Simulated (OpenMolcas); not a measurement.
# Os⁴⁺: effect of the basis set

* Program: OpenMolcas
* Method: SS-CASPT2, IPEA 0.25 Eh, imaginary shift 0.1 Eh (closed shells correlated: 5s 5p)
* Active space: 4 electrons in 10 orbitals (5d 6d)
* State averaging: 2S+1 = 5 even, 5 roots; 2S+1 = 3 even, 45 roots; 2S+1 = 1 even, 50 roots
* Spin-orbit coupling: state interaction with AMFI integrals over the reference wave functions, term energies averaged over their components

A. ANO-R2 [8s6p5d3f1g], X2C, finite nucleus; CASPT2 step roughly 24 core-minutes
B. ANO-RCC-VTZP [8s7p5d3f2g1h], DKH2, point nucleus; CASPT2 step roughly 14 core-minutes
C. ANO-RCC-VQZP [9s8p6d4f3g2h], DKH2, point nucleus; CASPT2 step roughly 13 core-minutes

Energies in eV above 5d4 5D0, the measured ground level; measured values from the list in Palmeri et al., Atoms 14, 22 (2026).

| Level | A | B | C | Measured |
| --- | --- | --- | --- | --- |
| 5d4 5D0 [63 %] | 0.0000 | 0.0000 | 0.0000 | 0.0000 |
| 5d4 5D1 | 0.546 | 0.546 | 0.549 | 0.5345 |
| 5d4 5D2 | 1.026 | 1.024 | 1.025 | 1.0022 |
| 5d4 5D3 | 1.402 | 1.399 | 1.396 | 1.3661 |
| 5d4 5D4 [68 %] | 1.661 | 1.656 | 1.644 | 1.6076 |
| 5d4 3P0(1) [51 %] | 2.346 | 2.340 | 2.312 |  |
| 5d4 3H4 [57 %] | 2.644 | 2.637 | 2.594 | 2.5260 |
| 5d4 3G3 [61 %] | 3.099 | 3.098 | 3.052 | 2.9685 |
| 5d4 3F2(1) [68 %] | 3.162 | 3.159 | 3.113 |  |
| 5d4 3P1(1) | 3.171 | 3.166 | 3.130 | 3.0599 |
| 5d4 3H5 | 3.285 | 3.278 | 3.230 | 3.1422 |
| 5d4 3H6 [75 %] | 3.588 | 3.577 | 3.524 | 3.4305 |
| 5d4 3G5 | 4.773 | 4.766 | 4.714 | 4.5893 |
| 5d4 3D1 | 4.942 | 4.946 | 4.895 | 4.7778 |
| 5d4 1I6 [75 %] | 5.075 | 5.061 | 4.996 | 4.8705 |
| 5d4 1S0(1) | 5.730 | 5.717 | 5.672 |  |
| 5d4 1F3 [64 %] | 6.003 | 6.012 | 5.945 | 5.7713 |
| 5d4 3P2(2) [71 %] | 6.445 | 6.468 | 6.392 |  |
| 5d4 3F4(2) [58 %] | 6.898 | 6.912 | 6.838 |  |
| 5d4 3F2(2) [62 %] | 7.123 | 7.142 | 7.066 |  |
| 5d4 3F3(2) | 7.213 | 7.237 | 7.159 | 6.9272 |
| 5d4 3P1(2) | 7.251 | 7.276 | 7.194 | 6.9416 |
| 5d4 3P0(2) | 7.635 | 7.658 | 7.573 |  |
| 5d4 1G4(2) | 7.751 | 7.765 | 7.672 |  |

Deviations, from unrounded energies. A percentage is the sum of absolute deviations over the sum of measured energies, with the sign that they share, or ± where signs differ.

| Against measurement | Levels | A | B | C |
| --- | --- | --- | --- | --- |
| mean absolute deviation (cm-1) | 15 | 1200 | 1200 | 820 |
| fine structure of the ground term (%) | 4 | +2.8 | +2.6 | +2.3 |
| other terms of the ground configuration (%) | 11 | +4.2 | +4.2 | +2.9 |

C lies closest to measurement on these levels and A furthest from it. The largest miss of C in the table is 5d4 3P1(2), by +2000 cm-1. The ranking rests on the paired levels alone, and a cruder setting can come out closer through cancelling errors.

Among A to C the level of the table that moves most is 5d4 1G4(2), by 750 cm-1 (lowest in C, highest in B). Moves below CASPT2's spread within the term are not significant.

CASPT2 does not keep the components of a term degenerate, so their means are used; among the terms shown or strongly mixed into the levels shown the widest spread is 320 cm-1 (5d4 3F(2), C). Active for correlation alone: 6d; no level in the range computed is led by a configuration that fills it, so any true level of that kind is missing. The CASPT2 spread within a term exceeds the gap to the next term for 5d4 1I and 5d4 3D, so the order of their levels is uncertain (holds for C). Computed and measured levels are paired by configuration, term and J; levels that our copy of the source lacks, or whose pairing is in doubt (as where it misses far off the trend of its configuration), stay unpaired and out of the deviations. Levels of configurations outside the active space are missing. Levels that lie high or do not pair safely by name in every column are left out.

A share in square brackets marks a mixed level and gives the weight of the term that names it, the lowest over the columns. A number in round brackets counts repeated terms of one configuration in the order of the reference energies.
